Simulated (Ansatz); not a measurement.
Basis-set extrapolation for C₁₀H₂₂S, SMILES `CCCCCCCCCCS` (PBE0-D4/def2-TZVP geometry, frozen core, Ansatz). Multiplicity 1, RHF reference.

```csv
,def2-TZVPP,def2-QZVPP
HF,-789.184101,-789.213830
MP2 correlation,-1.935245,-2.059257
CCSD(T) correlation,-2.143295,not run
```

Energies in hartree. Use E(X) = E(∞) + A·exp(−7.88·√X) for Hartree–Fock and E(X) = E(∞) + B·X^(−2.97) for correlation, with X = 3 and 4, and add CCSD(T) minus MP2 of the smaller set to the MP2 limit.

What is the CCSD(T) energy at the basis-set limit?

HF limit: -789.213830 + (-0.029729) × 0.13774 = -789.21792. MP2 limit: -2.059257 + (-0.124012) × 0.74074 = -2.15112. Higher-order term: -2.143295 − (-1.935245) = -0.20805. Total: -791.57709 hartree, 655.6 kJ/mol below CCSD(T)/def2-TZVPP.
